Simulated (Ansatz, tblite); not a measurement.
Spin states of the cluster Cu₂H⁺ (the lowest singlet isomer of a short search), each relaxed with PBE-D4/def2-TZVP in Ansatz. Electronic energies in the gas phase.

The xTB rows come from tblite. HSE06 is defined as in plane-wave codes, on full-range PBE exchange. Correlated methods freeze 18 core orbitals. The structure comes from a short search, and lower isomers may exist.

Singlet geometry (C2v within 0.1 Å):

| atom | x (Å) | y (Å) | z (Å) |
| --- | --- | --- | --- |
| Cu1 | -1.015 | 0.179 | 0.715 |
| Cu2 | 1.070 | 0.453 | -0.472 |
| H3 | -0.055 | -0.633 | -0.243 |

Triplet geometry (D∞h within 0.1 Å):

```xyz
3

Cu   -1.445    0.038    0.760
Cu    1.446   -0.036   -0.758
H    -0.001   -0.001   -0.002
```

⟨S²⟩: triplet 2.01 at PBE0-D4/def2-TZVP (pure 2.00).

Run but left out: HF/STO-3G (triplet: ⟨S²⟩ 4.16, where a pure state has 2.00).

The quintet was relaxed too but is left out (at the level of its geometry, an occupied level 0.14 eV above an empty one); at PBE0-D4/def2-TZVP it lies 6.53 eV above the lowest shown. The triplet has other bonds than the singlet, so the gap mixes isomer and spin.

Second-order perturbation terms are unreliable where d shells bring near-degenerate states, and here MP2/def2-TZVPP lies more than 0.4 eV from the median of the functionals without such a term.

**Question.** Estimate which spin state lies lowest at each of these levels, and by how much: GFN2-xTB; HF/def2-TZVP; HF/def2-TZVPP; PBE-D4/def2-TZVP; r2SCAN-D4/def2-TZVP; B97M-V/def2-TZVP; PBE0-D4/def2-TZVP; r2SCAN0-D4/def2-TZVP; HSE06-D4/def2-TZVP; MP2/def2-TZVPP; CCSD/def2-TZVPP; CCSD(T)/def2-TZVPP.

**Answer.** 
```tsv
level	triplet − singlet (kJ/mol)	lowest of these
GFN2-xTB	532.5	singlet
HF/def2-TZVP	72.2	singlet
HF/def2-TZVPP	65.4	singlet
PBE-D4/def2-TZVP	232.1	singlet
r2SCAN-D4/def2-TZVP	238.3	singlet
B97M-V/def2-TZVP	220.9	singlet
PBE0-D4/def2-TZVP	278.1	singlet
r2SCAN0-D4/def2-TZVP	266.2	singlet
HSE06-D4/def2-TZVP	275.9	singlet
MP2/def2-TZVPP	412.0	singlet
CCSD/def2-TZVPP	279.3	singlet
CCSD(T)/def2-TZVPP	304.4	singlet
```

Change of the triplet − singlet gap on mixing in exact exchange, in kJ/mol: PBE to PBE0 (25 % exact exchange) 46.0; r2SCAN to r2SCAN0 (25 % exact exchange) 27.9. The xTB methods have no term that favours high spin, so they put low spin too low.
